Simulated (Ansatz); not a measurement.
The lowest singlet and triplet of SH (SMILES [SH+]); geometries from B3LYP-D3(BJ)/def2-TZVP, each state relaxed from the structure named, with no frequency check, low spin by broken symmetry.
Singlet at the triplet's geometry (charge 1, multiplicity 1):
```xyz
2

S      0.000     0.000    -0.081
H      0.000     0.000     1.290
```

A positive gap puts the triplet lower; no zero-point energy. R- takes a restricted singlet, here one determinant of a half-filled degenerate or near-degenerate pair, which mixes singlet states. U- takes an unrestricted singlet (broken symmetry where lower, unprojected). The triplet is unrestricted in single-reference levels. Active spaces average the two states.

Frozen-core correlation.

Run with Ansatz (a quantum-chemistry and plane-wave program) with Gaussian orbitals. Each number belongs to the level named beside it.

```
level                                         gap E(singlet) − E(triplet), vertical, at the triplet's geometry (kcal/mol)
--------------------------------------------  ---------------------------------------------------------------------------
U-B3LYP/def2-TZVPP (spin-contaminated)                                                                               9.06
R-B2PLYP/def2-TZVPP                                                                                                 42.58
R-MP2/cc-pV(D+d)Z                                                                                                   47.93
R-SCS-MP2/cc-pV(D+d)Z                                                                                               44.35
R-CCSD/cc-pV(D+d)Z                                                                                                  40.54
R-CCSDT/cc-pV(T+d)Z                                                                                                 30.46
SA-CASSCF(6,5)/cc-pV(D+d)Z                                                                                              …
FIC-NEVPT4(SD) on SA-CASSCF(6,5)/cc-pV(T+d)Z                                                                        29.96
FIC-NEVPT4(SD) on SA-CASSCF(6,5)/cc-pV(Q+d)Z                                                                            …
```

### Question
Fill in the missing entries.

### Answer

- SA-CASSCF(6,5)/cc-pV(D+d)Z, gap E(singlet) − E(triplet), vertical, at the triplet's geometry (kcal/mol): 39.02
- FIC-NEVPT4(SD) on SA-CASSCF(6,5)/cc-pV(Q+d)Z, gap E(singlet) − E(triplet), vertical, at the triplet's geometry (kcal/mol): 28.80

Doubts at one or more of the structures used: a restricted determinant that unrestricted orbitals would lower (R-B2PLYP/def2-TZVPP, R-MP2/cc-pV(D+d)Z, R-SCS-MP2/cc-pV(D+d)Z, R-CCSD/cc-pV(D+d)Z, R-CCSDT/cc-pV(T+d)Z); other coupled-cluster roots lie near (R-CCSDT/cc-pV(T+d)Z).
